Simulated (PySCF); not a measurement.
**Vertical excitation energies**

Compound: C3H5Cl3OSi.
SMILES: `C(/C(Cl)Cl)(=C\Cl)O[SiH3]`

Method used: PySCF, TDDFT B3LYP/def2-SVPD, vertical, gas phase, core orbitals frozen in the response. The structure is a single GFN2-xTB conformer in the gas phase; no vibrational or solvent corrections. Torsions of this conformer, `[SiH3:1][O:2]/[C:3](=[CH:4]\[Cl:5])[CH:6]([Cl:7])[Cl:8]`: Si1–O2–C3–C4 8°, O2–C3–C6–Cl7 102°.

```json
{"state": "S1", "E (eV)": "5.13", "λ (nm)": "241.6", "ν̃ (cm⁻¹)": "41400", "f": "0.089", "main configurations (H = HOMO, L = LUMO)": "H→L (72%), H→L+1 (25%)"}
{"state": "S2", "E (eV)": "5.30", "λ (nm)": "233.9", "ν̃ (cm⁻¹)": "42750", "f": "0.049", "main configurations (H = HOMO, L = LUMO)": "H→L+1 (74%), H→L (24%)"}
{"state": "S3", "E (eV)": "5.81", "λ (nm)": "213.5", "ν̃ (cm⁻¹)": "46840", "f": "0.0004", "main configurations (H = HOMO, L = LUMO)": "H→L+2 (90%), H→L+3 (8%)"}
{"state": "S4", "E (eV)": "5.90", "λ (nm)": "210.2", "ν̃ (cm⁻¹)": "47580", "f": "0.0008", "main configurations (H = HOMO, L = LUMO)": "H→L+3 (86%), H→L+2 (9%)"}
{"state": "S5", "E (eV)": "6.23", "λ (nm)": "198.9", "ν̃ (cm⁻¹)": "50280", "f": "0.0001", "main configurations (H = HOMO, L = LUMO)": "H-1→L (96%)"}
{"state": "S6", "E (eV)": "6.35", "λ (nm)": "195.4", "ν̃ (cm⁻¹)": "51180", "f": "0.0071", "main configurations (H = HOMO, L = LUMO)": "H-2→L (96%)"}
{"state": "S7", "E (eV)": "6.42", "λ (nm)": "193.1", "ν̃ (cm⁻¹)": "51790", "f": "0.0060", "main configurations (H = HOMO, L = LUMO)": "H→L+4 (97%)"}
{"state": "S8", "E (eV)": "6.68", "λ (nm)": "185.7", "ν̃ (cm⁻¹)": "53860", "f": "0.0022", "main configurations (H = HOMO, L = LUMO)": "H-3→L (82%), H-1→L+1 (9%)"}
```

Triplets (Tamm–Dancoff): T1 3.55 eV, H→L (91%); T2 5.10 eV, H→L+1 (91%); T3 5.48 eV, H→L+3 (78%).

The lowest singlet lies at 5.13 eV (242 nm, ultraviolet) and is of moderate strength; its leading configuration is HOMO→LUMO (72%). The lowest level is also the most intense of those listed (f = 0.089). Löwdin shares by element: HOMO carbon 47% or more, chlorine 22% or more, oxygen 15% (atoms not listed hold the other 16%); LUMO carbon 53%, chlorine 21% or more (atoms not listed hold the other 26%). Weighted by f, the mean energy of these states is 5.32 eV. The listed states span 1.55 eV, and the widest gap between neighbours is 0.51 eV (S2 to S3). The oscillator strengths of these states sum to 0.154; summed over the whole spectrum of an exact calculation they would give the number of electrons, 96 (Thomas–Reiche–Kuhn). Singlets were solved by full linear response, triplets in the Tamm–Dancoff approximation.
